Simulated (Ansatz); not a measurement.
The cluster Ga₄P₄. Charge 0, multiplicity 1. Geometry PBE0-D4/def2-SVP.

Cartesian coordinates in Å:
```
Ga -2.346 0.735 -1.064
Ga 2.396 -0.587 -1.044
Ga 1.983 1.342 1.201
Ga -2.033 -1.491 0.906
P 0.129 1.217 -1.022
P -0.510 0.961 1.166
P -0.077 -1.062 -1.187
P 0.458 -1.116 1.043
```

Another isomer (singlet) lies 0.13 eV lower at PBE0-D4/def2-TZVP; other spin states weren't run for this one.

Task: Estimate the orbital energies around the gap (eV) in Ansatz with PBE-D4/def2-SVP, PBE-D4/def2-TZVPD, r2SCAN-D4/def2-TZVP, PBE0-D4/def2-SVP, PBE0-D4/def2-TZVP.

Result: 
| orbital | PBE-D4/def2-SVP | PBE-D4/def2-TZVPD | r2SCAN-D4/def2-TZVP | PBE0-D4/def2-SVP | PBE0-D4/def2-TZVP |
| --- | --- | --- | --- | --- | --- |
| HOMO−5 | -6.19 | -6.11 | -6.38 | -7.10 | -6.99 |
| HOMO−4 | -6.19 | -6.11 | -6.38 | -7.10 | -6.99 |
| HOMO−3 | -6.02 | -5.96 | -6.23 | -6.84 | -6.77 |
| HOMO−2 | -5.19 | -5.13 | -5.34 | -5.96 | -5.87 |
| HOMO−1 | -5.19 | -5.13 | -5.34 | -5.96 | -5.87 |
| HOMO | -5.14 | -5.07 | -5.29 | -5.90 | -5.80 |
| LUMO | -3.41 | -3.41 | -3.46 | -2.89 | -2.88 |
| LUMO+1 | -2.64 | -2.67 | -2.64 | -1.97 | -1.99 |
| LUMO+2 | -2.49 | -2.55 | -2.43 | -1.74 | -1.75 |
| LUMO+3 | -2.49 | -2.55 | -2.43 | -1.74 | -1.75 |
| LUMO+4 | -2.02 | -2.06 | -1.90 | -1.43 | -1.39 |
| LUMO+5 | -1.64 | -1.76 | -1.65 | -0.92 | -1.05 |
